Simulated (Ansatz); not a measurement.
C6H16BN (`BN(CC)C(C)(C)C`), 24 atoms. Charge 0, multiplicity 1. All runs use 4 threads of an AMD EPYC 7R13 on a shared host and a share of an NVIDIA H100 80 GB. Correlated methods freeze the cores. Open-shell runs search over several starts.

Problem. Give the basis size and wall time and peak host memory of each of these runs in Ansatz. UHF-CCSD(T)/def2-TZVPP energy of the cation; UKS B2PLYP (frozen core)/def2-TZVPP energy of the cation; UKS PBE-D4/def2-TZVPP energy of the cation; UKS B3LYP-D4/def2-TZVPP energy of the cation; RKS HSE06 (plane-wave form)-D4/def2-TZVPP energy; RKS PBE0-D4/def2-TZVP relaxation (6 steps); RKS PBE0-D4/def2-QZVPP energy; UKS ωB97M-V/def2-TZVPP energy of the cation; RKS PBE-D4/def2-TZVPP energy and forces; RKS ωB97M-V/def2-QZVPP energy; RKS BLYP-D4/def2-TZVPP energy; UKS r2SCAN-D4/def2-TZVPP energy of the cation. (Estimate.)

Solution. Computed: Other jobs shared the machine, so times are rough.

```json
{"level": "RKS BLYP-D4/def2-TZVPP", "job": "energy", "functions": "472", "wall time": "2.7 s", "peak host memory (GiB)": "1.1"}
{"level": "RKS HSE06 (plane-wave form)-D4/def2-TZVPP", "job": "energy", "functions": "472", "wall time": "3.9 s", "peak host memory (GiB)": "1.2"}
{"level": "RKS PBE-D4/def2-TZVPP", "job": "energy and forces", "functions": "472", "wall time": "4.6 s", "peak host memory (GiB)": "1.1"}
{"level": "UKS B3LYP-D4/def2-TZVPP", "job": "energy of the cation", "functions": "472", "wall time": "6 s", "peak host memory (GiB)": "1.1"}
{"level": "UKS r2SCAN-D4/def2-TZVPP", "job": "energy of the cation", "functions": "472", "wall time": "6.5 s", "peak host memory (GiB)": "1.2"}
{"level": "UKS B2PLYP (frozen core)/def2-TZVPP", "job": "energy of the cation", "functions": "472", "wall time": "6.5 s", "peak host memory (GiB)": "2.8"}
{"level": "UKS ωB97M-V/def2-TZVPP", "job": "energy of the cation", "functions": "472", "wall time": "7 s", "peak host memory (GiB)": "1.5"}
{"level": "UKS PBE-D4/def2-TZVPP", "job": "energy of the cation", "functions": "472", "wall time": "9 s", "peak host memory (GiB)": "1.2"}
{"level": "RKS PBE0-D4/def2-QZVPP", "job": "energy", "functions": "936", "wall time": "9 s", "peak host memory (GiB)": "1.5"}
{"level": "RKS PBE0-D4/def2-TZVP", "job": "relaxation (6 steps)", "functions": "344", "wall time": "16 s", "peak host memory (GiB)": "0.98"}
{"level": "RKS ωB97M-V/def2-QZVPP", "job": "energy", "functions": "936", "wall time": "18 s", "peak host memory (GiB)": "1.6"}
{"level": "UHF-CCSD(T)/def2-TZVPP", "job": "energy of the cation", "functions": "472", "wall time": "6.8 min", "peak host memory (GiB)": "2.6"}
```

B3LYP here is the variant with VWN-RPA as its local correlation; programs differ in this.
